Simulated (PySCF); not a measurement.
Computed NMR parameters against published values

Molfile (atoms numbered from 1):
```
C5H10O2
     RDKit          3D

 17 16  0  0  0  0  0  0  0  0999 V2000
   -2.3433    0.3390    0.1821 C   0  0  0  0  0  0  0  0  0  0  0  0
   -1.7521   -1.0104   -0.1959 C   0  0  0  0  0  0  0  0  0  0  0  0
   -0.4328   -1.3047    0.5001 C   0  0  0  0  0  0  0  0  0  0  0  0
    0.6973   -0.4283    0.0253 C   0  0  0  0  0  0  0  0  0  0  0  0
    0.7222    0.1821   -1.0120 O   0  0  0  0  0  0  0  0  0  0  0  0
    1.7125   -0.4251    0.8984 O   0  0  0  0  0  0  0  0  0  0  0  0
    2.8487    0.3313    0.5210 C   0  0  0  0  0  0  0  0  0  0  0  0
   -2.5219    0.4087    1.2675 H   0  0  0  0  0  0  0  0  0  0  0  0
   -1.6678    1.1590   -0.1053 H   0  0  0  0  0  0  0  0  0  0  0  0
   -3.3050    0.5095   -0.3247 H   0  0  0  0  0  0  0  0  0  0  0  0
   -1.5884   -1.0503   -1.2846 H   0  0  0  0  0  0  0  0  0  0  0  0
   -2.4649   -1.8148    0.0473 H   0  0  0  0  0  0  0  0  0  0  0  0
   -0.1136   -2.3455    0.3159 H   0  0  0  0  0  0  0  0  0  0  0  0
   -0.5103   -1.2084    1.5949 H   0  0  0  0  0  0  0  0  0  0  0  0
    2.5888    1.3926    0.3923 H   0  0  0  0  0  0  0  0  0  0  0  0
    3.5799    0.2159    1.3297 H   0  0  0  0  0  0  0  0  0  0  0  0
    3.2691   -0.0357   -0.4273 H   0  0  0  0  0  0  0  0  0  0  0  0
  1  2  1  0
  2  3  1  0
  3  4  1  0
  4  5  2  0
  4  6  1  0
  6  7  1  0
  1  8  1  0
  1  9  1  0
  1 10  1  0
  2 11  1  0
  2 12  1  0
  3 13  1  0
  3 14  1  0
  7 15  1  0
  7 16  1  0
  7 17  1  0
M  END
```

Level of theory: PBE0-D3(BJ)/def2-SVP structure, B3LYP/pcSseg-1 with gauge-including orbitals, in PySCF 2.14 (one averaged value for each set of equivalent atoms, non-relativistic Hamiltonian, single conformer, isolated molecule).

Reference values: measured (solution, not stated per compound (mostly CDCl3 or CCl4); Pretsch, Buehlmann, Badertscher, Structure Determination of Organic Compounds, 4th ed. (2009)).
```tsv
atoms	quantity	reference	computed	computed, scaled
C3	δ $^{13}$C	35.6	36.9	35.0
C2	δ $^{13}$C	18.9	20.6	19.3
C1	δ $^{13}$C	13.8	15.3	14.2
H13/H14	δ $^{1}$H	2.22	2.17	–
H11/H12	δ $^{1}$H	1.65	1.54	–
H8/H9/H10	δ $^{1}$H	0.98	0.93	–
```

Computed shifts are σ(ref) − σ with the named reference compound (TMS for H and C) calculated as an isolated molecule at the same level. The measured values may be among those fitted. Shieldings were converted by linear fits to measured shifts (mostly CDCl3, TMS scale, for H and C): $^{13}$C (scatter 1.1 ppm rms, 1.5 ppm with the 1 outlier that the fit left out). A few per cent of atoms miss by over 2 rms, more outside the fitted compound classes.

(1) How far are the unscaled $^{13}$C shifts from the references?

(2) How far are the unscaled $^{1}$H shifts from the references?

Answers

(1) Mean signed difference +1.50 ppm, mean absolute 1.50 ppm over 3 comparisons; the largest is +1.7 ppm at C2 (sp3 CH2).

(2) Mean signed difference -0.07 ppm, mean absolute 0.07 ppm over 3 comparisons; the largest is -0.11 ppm at H11/H12 (hydrogen on an sp3 CH2).
